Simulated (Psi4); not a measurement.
Input for Psi4: SAPT0/jun-cc-pV(D+d)Z on BFH5N (a complex).

```
memory 1837 MB

molecule dimer {
0 1
B    -0.12648168   -0.37308079    1.43733706
F     0.93690420    0.37918232    0.92206819
H    -1.22100995    0.09350058    1.20949699
H    -0.02571032   -1.56617162    1.25309006
--
0 1
N     0.05793109   -0.19654714    3.09406499
H     0.00767695    0.78687253    3.34807106
H     0.96514014   -0.55219767    3.38493113
H    -0.66638814   -0.70056836    3.59764570
units angstrom
symmetry c1
no_reorient
no_com
}

set {
  basis jun-cc-pV(D+d)Z
  scf_type df
  freeze_core true
}

energy('sapt0')
```

Output:

```
[...]
==> Input File <==

--------------------------------------------------------------------------
memory 1837 MB

molecule dimer {
0 1
B    -0.12648168   -0.37308079    1.43733706
F     0.93690420    0.37918232    0.92206819
H    -1.22100995    0.09350058    1.20949699
H    -0.02571032   -1.56617162    1.25309006
--
0 1
N     0.05793109   -0.19654714    3.09406499
H     0.00767695    0.78687253    3.34807106
H     0.96514014   -0.55219767    3.38493113
H    -0.66638814   -0.70056836    3.59764570
units angstrom
symmetry c1
no_reorient
no_com
}

set {
  basis jun-cc-pV(D+d)Z
  scf_type df
  freeze_core true
}

energy('sapt0')
--------------------------------------------------------------------------


   => Loading Basis Set <=

    Name: JUN-CC-PV(D+D)Z
    Role: ORBITAL
    Keyword: BASIS
    atoms 1        entry B          line   154 file jun-cc-pv_dpd_z.gbs
    atoms 2        entry F          line   290 file jun-cc-pv_dpd_z.gbs
    atoms 3-4, 6-8 entry H          line    60 file jun-cc-pv_dpd_z.gbs
    atoms 5        entry N          line   222 file jun-cc-pv_dpd_z.gbs

   => Loading Basis Set <=

    Name: JUN-CC-PV(D+D)Z
    Role: ORBITAL
    Keyword: BASIS
    atoms 1        entry B          line   154 file jun-cc-pv_dpd_z.gbs
    atoms 2        entry F          line   290 file jun-cc-pv_dpd_z.gbs
    atoms 3-4, 6-8 entry H          line    60 file jun-cc-pv_dpd_z.gbs
    atoms 5        entry N          line   222 file jun-cc-pv_dpd_z.gbs


  //>>>>>>>>>>>>>>>>>>>>>>>>>>>>>>>>>>>//
  //              Dimer HF             //
  //<<<<<<<<<<<<<<<<<<<<<<<<<<<<<<<<<<<//

   => Libint2 <=

    Primary   basis highest AM E, G, H:  7, 6, 3
    Auxiliary basis highest AM E, G, H:  7, 7, 4
    Onebody   basis highest AM E, G, H:  -, -, -
    Solid Harmonics ordering:            Gaussian


   => Loading Basis Set <=

    Name: JUN-CC-PV(D+D)Z
    Role: ORBITAL
    Keyword: BASIS
    atoms 1        entry B          line   154 file jun-cc-pv_dpd_z.gbs
    atoms 2        entry F          line   290 file jun-cc-pv_dpd_z.gbs
    atoms 3-4, 6-8 entry H          line    60 file jun-cc-pv_dpd_z.gbs
    atoms 5        entry N          line   222 file jun-cc-pv_dpd_z.gbs


         ---------------------------------------------------------
                                   SCF
               by Justin Turney, Rob Parrish, Andy Simmonett
                          and Daniel G. A. Smith
                              RHF Reference
                        1 Threads,   1751 MiB Core
         ---------------------------------------------------------

  ==> Geometry <==

    Molecular point group: c1
    Full point group: C1

    Geometry (in Angstrom), charge = 0, multiplicity = 1:

       Center              X                  Y                   Z               Mass
    ------------   -----------------  -----------------  -----------------  -----------------
         B           -0.126481680000    -0.373080790000     1.437337060000    11.009305360000
         F            0.936904200000     0.379182320000     0.922068190000    18.998403162730
         H           -1.221009950000     0.093500580000     1.209496990000     1.007825032230
         H           -0.025710320000    -1.566171620000     1.253090060000     1.007825032230
         N            0.057931090000    -0.196547140000     3.094064990000    14.003074004430
         H            0.007676950000     0.786872530000     3.348071060000     1.007825032230
         H            0.965140140000    -0.552197670000     3.384931130000     1.007825032230
         H           -0.666388140000    -0.700568360000     3.597645700000     1.007825032230

  Running in c1 symmetry.

  Rotational constants: A =      0.63471  B =      0.07744  C =      0.07127 [cm^-1]
  Rotational constants: A =  19028.06674  B =   2321.45192  C =   2136.56055 [MHz]
  Nuclear repulsion =   75.711425629196725

  Charge       = 0
  Multiplicity = 1
  Electrons    = 26
  Nalpha       = 13
  Nbeta        = 13

  ==> Algorithm <==

  SCF Algorithm Type is DF.
  DIIS enabled.
  MOM disabled.
  Fractional occupation disabled.
  Guess Type is SAD.
  Energy threshold   = 1.00e-08
  Density threshold  = 1.00e-08
  Integral threshold = 1.00e-12

  ==> Primary Basis <==

  Basis Set: JUN-CC-PV(D+D)Z
    Blend: JUN-CC-PV(D+D)Z
    Number of shells: 39
    Number of basis functions: 79
    Number of Cartesian functions: 82
    Spherical Harmonics?: true
    Max angular momentum: 2

   => Loading Basis Set <=

    Name: (JUN-CC-PV(D+D)Z AUX)
    Role: JKFIT
    Keyword: DF_BASIS_SCF
    atoms 1        entry B          line    90 file jun-cc-pvdz-jkfit.gbs
    atoms 2        entry F          line   314 file jun-cc-pvdz-jkfit.gbs
    atoms 3-4, 6-8 entry H          line    70 file jun-cc-pvdz-jkfit.gbs
    atoms 5        entry N          line   202 file jun-cc-pvdz-jkfit.gbs

  ==> Integral Setup <==

  DFHelper Memory: AOs need 0.018 GiB; user supplied 1.283 GiB.
  SCF_SUBTYPE=INCORE selected. In-core MEM_DF algorithm
[...]
Energy =             11.8930809992196682
    One-Electron Energy =                 -99.4470261286692647
    Two-Electron Energy =                  31.3505544651192878
    Total Energy =                        -56.2033906643303141

Computation Completed


Properties will be evaluated at   0.000000,   0.000000,   0.000000 [a0]

Properties computed using the SCF density matrix


 Multipole Moments:

 ------------------------------------------------------------------------------------
     Multipole            Electronic (a.u.)      Nuclear  (a.u.)        Total (a.u.)
 ------------------------------------------------------------------------------------

 L = 1.  Multiply by 2.5417464519 to convert [e a0] to [Debye]
 Dipole X            :         -1.2685563            1.3453841            0.0768278
 Dipole Y            :          3.5523194           -3.4803530            0.0719664
 Dipole Z            :        -59.8328376           60.4506433            0.6178057
 Magnitude           :                                                    0.6267101

 ------------------------------------------------------------------------------------

  Constructing Basis Sets for SAPT...

   => Loading Basis Set <=

    Name: (JUN-CC-PV(D+D)Z AUX)
    Role: RIFIT
    Keyword: DF_BASIS_SAPT
    atoms 1        entry B          line    56 file jun-cc-pvdz-ri.gbs
    atoms 2        entry F          line   232 file jun-cc-pvdz-ri.gbs
    atoms 3-4, 6-8 entry H          line    30 file jun-cc-pvdz-ri.gbs
    atoms 5        entry N          line   144 file jun-cc-pvdz-ri.gbs

   => Loading Basis Set <=

    Name: (JUN-CC-PV(D+D)Z AUX)
    Role: JKFIT
    Keyword: DF_BASIS_ELST
    atoms 1        entry B          line    90 file jun-cc-pvdz-jkfit.gbs
    atoms 2        entry F          line   314 file jun-cc-pvdz-jkfit.gbs
    atoms 3-4, 6-8 entry H          line    70 file jun-cc-pvdz-jkfit.gbs
    atoms 5        entry N          line   202 file jun-cc-pvdz-jkfit.gbs


  //>>>>>>>>>>>>>>>>>>>>>>>>>>>>>>>>>>>//
  //               SAPT0               //
  //<<<<<<<<<<<<<<<<<<<<<<<<<<<<<<<<<<<//



        SAPT0
    Ed Hohenstein
     6 June 2009

      Orbital Information
  --------------------------
    NSO        =        79
    NMO        =        79
    NRI        =       265
    NRI (Elst) =       352
    NOCC A     =         8
    NOCC B     =         5
    FOCC A     =         2
    FOCC B     =         1
    NVIR A     =        71
    NVIR B     =        74

    Elst10,r            =    -0.140720932327 [Eh]
    Exch10              =     0.186860253683 [Eh]
    Exch10 (S^2)        =     0.170854061593 [Eh]

    Maxiter = 50
    CPHF R converge = 1.000000E-08

    Iter     Energy [mEh]          dE [mEh]         Residual      Time [s]
       1     -25.42758947      25.427589474     2.475360e-02             0
       2     -30.90340343       5.475813956     5.401354e-03             0
       3     -30.98665888       0.083255455     2.028888e-03             0
       4     -30.87978099      -0.106877892     6.418512e-04             0
       5     -30.87789206      -0.001888936     1.923330e-04             0
       6     -30.88907455       0.011182490     3.379940e-05             0
       7     -30.88790286      -0.001171685     5.166223e-06             0
       8     -30.88796326       0.000060398     8.091855e-07             0
       9     -30.88796964       0.000006379     2.082042e-07             0
      10     -30.88796637      -0.000003264     4.264222e-08             0
      11     -30.88796697       0.000000597     9.287185e-09             0

    CHF Iterations converged

    Maxiter = 50
    CPHF R converge = 1.000000E-08

    Iter     Energy [mEh]          dE [mEh]         Residual      Time [s]
       1    -114.05556054     114.055560538     6.528690e-02             0
       2    -146.15851478      32.102954239     1.668565e-02             0
       3    -147.01229703       0.853782248     4.830469e-03             0
       4    -146.61768134      -0.394615682     1.339099e-03             0
       5    -146.50243757      -0.115243772     2.687741e-04             0
       6    -146.54251374       0.040076165     4.382699e-05             0
       7    -146.53845840      -0.004055340     8.084438e-06             0
       8    -146.53893579       0.000477397     2.043058e-06             0
       9    -146.53885125      -0.000084539     3.475714e-07             0
      10    -146.53886009       0.000008840     3.143465e-08             0
      11    -146.53886023       0.000000136     5.654435e-09             0

    CHF Iterations converged

    Ind20,r (A<-B)      =    -0.030887966971 [Eh]
    Ind20,r (B<-A)      =    -0.146538860230 [Eh]
    Ind20,r             =    -0.177426827202 [Eh]
    Exch-Ind20,r (A<-B) =     0.023612283791 [Eh]
    Exch-Ind20,r (B<-A) =     0.074504377415 [Eh]
    Exch-Ind20,r        =     0.098116661206 [Eh]
    Disp20              =    -0.028180357543 [Eh]
    Disp20 (SS)         =    -0.014090178772 [Eh]
    Disp20 (OS)         =    -0.014090178772 [Eh]
    Exch-Disp20         =     0.006542263197 [Eh]
    Exch-Disp20 (SS)    =     0.003720483155 [Eh]
    Exch-Disp20 (OS)    =     0.002821780042 [Eh]

    SAPT Results
  --------------------------------------------------------------------------------------------------------
    Electrostatics               -140.72093233 [mEh]     -88.30371819 [kcal/mol]    -369.46275692 [kJ/mol]
      Elst10,r                   -140.72093233 [mEh]     -88.30371819 [kcal/mol]    -369.46275692 [kJ/mol]

    Exchange                      186.86025368 [mEh]     117.25657946 [kcal/mol]     490.60152846 [kJ/mol]
      Exch10                      186.86025368 [mEh]     117.25657946 [kcal/mol]     490.60152846 [kJ/mol]
      Exch10(S^2)                 170.85406159 [mEh]     107.21254228 [kcal/mol]     448.57727691 [kJ/mol]

    Induction                     -96.78684267 [mEh]     -60.73466071 [kcal/mol]    -254.11382043 [kJ/mol]
      Ind20,r                    -177.42682720 [mEh]    -111.33701497 [kcal/mol]    -465.83407064 [kJ/mol]
      Exch-Ind20,r                 98.11666121 [mEh]      61.56913444 [kcal/mol]     257.60525851 [kJ/mol]
      delta HF,r (2)              -17.47667668 [mEh]     -10.96678019 [kcal/mol]     -45.88500830 [kJ/mol]

    Dispersion                    -21.63809435 [mEh]     -13.57810920 [kcal/mol]     -56.81080888 [kJ/mol]
      Disp20                      -28.18035754 [mEh]     -17.68344133 [kcal/mol]     -73.98751854 [kJ/mol]
      Exch-Disp20                   6.54226320 [mEh]       4.10533214 [kcal/mol]      17.17670966 [kJ/mol]
      Disp20 (SS)                 -14.09017877 [mEh]      -8.84172067 [kcal/mol]     -36.99375927 [kJ/mol]
      Disp20 (OS)                 -14.09017877 [mEh]      -8.84172067 [kcal/mol]     -36.99375927 [kJ/mol]
      Exch-Disp20 (SS)              3.72048315 [mEh]       2.33463843 [kcal/mol]       9.76812718 [kJ/mol]
      Exch-Disp20 (OS)              2.82178004 [mEh]       1.77069371 [kcal/mol]       7.40858248 [kJ/mol]

  Total HF                        -50.64752132 [mEh]     -31.78179945 [kcal/mol]    -132.97504890 [kJ/mol]
  Total SAPT0                     -72.28561566 [mEh]     -45.35990865 [kcal/mol]    -189.78585778 [kJ/mol]

  Special recipe for scaled SAPT0 (see Manual):
    Electrostatics sSAPT0        -140.72093233 [mEh]     -88.30371819 [kcal/mol]    -369.46275692 [kJ/mol]
    Exchange sSAPT0               186.86025368 [mEh]     117.25657946 [kcal/mol]     490.60152846 [kJ/mol]
    Induction sSAPT0              -66.54707039 [mEh]     -41.75891712 [kcal/mol]    -174.71930923 [kJ/mol]
    Dispersion sSAPT0             -19.62175434 [mEh]     -12.31283674 [kcal/mol]     -51.51690892 [kJ/mol]
  Total sSAPT0                    -40.02950337 [mEh]     -25.11889260 [kcal/mol]    -105.09744662 [kJ/mol]
  --------------------------------------------------------------------------------------------------------



*** Psi4 exiting successfully. Buy a developer a beer!
```

The run finished.

Cost: about 2.9 core-seconds (a rough figure).
